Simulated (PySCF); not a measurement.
A structure optimised at B3LYP-D3(BJ)/def2-TZVPD, used in a PySCF frequency run:

```xyz
2

Rb     0.0000     0.0000    -1.9214
I      0.0000     0.0000     1.3413
```

Problem. Write its SMILES, formula and point group.

Solution. [Rb][I], IRb, C∞v

Problem. What are its rotational constants (standard atomic weights)?

Solution. 0.92958 GHz (linear rotor, B only)
